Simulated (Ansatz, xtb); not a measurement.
Relative energy of two conformers of CH4Se2

Structure I is `[SeH]C[SeH]`, a singlet and structure II is `[SeH]C[SeH]`, a singlet. Both are isolated molecules in the gas phase, relaxed with PBE0-D3(BJ)/def2-SVP.

I (Å):

```yaml
atoms:
  - { symbol: C, position_ang: [0.4340, -1.7462, 0.7626] }
  - { symbol: Se, position_ang: [-0.1151, -0.1715, 1.7681] }
  - { symbol: Se, position_ang: [1.6768, -1.4706, -0.7110] }
  - { symbol: H, position_ang: [-0.4417, -2.2383, 0.3186] }
  - { symbol: H, position_ang: [0.8688, -2.4298, 1.5040] }
  - { symbol: H, position_ang: [-0.5928, 0.5643, 0.5875] }
  - { symbol: H, position_ang: [2.6883, -0.7884, 0.1106] }
```

II (Å):

```
atom    x (Å)    y (Å)    z (Å)
   C   0.2513  -1.1465   0.4226
  Se  -0.3292  -1.9679   2.0846
  Se   2.0845  -1.6672  -0.0073
   H   0.6314  -1.2318   2.9218
   H   0.1662  -0.0553   0.4913
   H  -0.4429  -1.5188  -0.3427
   H   2.2302  -0.7267  -1.1353
```

Task: Which of the two would you expect CCSD(T)/def2-TZVP electronic energies to favour?

Result: Too close to call at this level: CCSD(T)/def2-TZVP gives E(II) − E(I) = +0.27 kcal/mol.

Level by level:

```csv
level,geometry,E(II) − E(I) (kcal/mol),departure from the last row (kcal/mol),"job, with rough time for the two"
PBE0-D3(BJ)/def2-SVP,PBE0-D3(BJ)/def2-SVP,+0.73,+0.46,"optimisation, 28 s"
HF/def2-TZVP,PBE0-D3(BJ)/def2-SVP,+0.12,−0.15,part of the CCSD(T) run
MP2/def2-TZVP,PBE0-D3(BJ)/def2-SVP,+0.29,+0.02,part of the CCSD(T) run
CCSD(T)/def2-TZVP,PBE0-D3(BJ)/def2-SVP,+0.27,,"single point, 100 s"
```

The largest departure from CCSD(T)/def2-TZVP is that of PBE0-D3(BJ)/def2-SVP, 0.46 kcal/mol. Levels run at GFN2-xTB geometries aren't shown.

With harmonic frequencies from PBE0-D3(BJ)/def2-SVP (ideal gas, rigid rotor, one conformer each, 298.15 K, 1 atm): the zero-point term adds −0.06 kcal/mol; ΔH is +0.22 and ΔG −0.23 kcal/mol.

The correlated steps freeze 19 core orbitals; the filled d shell of Se is correlated, in a basis made for valence electrons. Programs: Ansatz 0.2.0; the last row on 2 threads of Arm Neoverse V1 on a shared host.
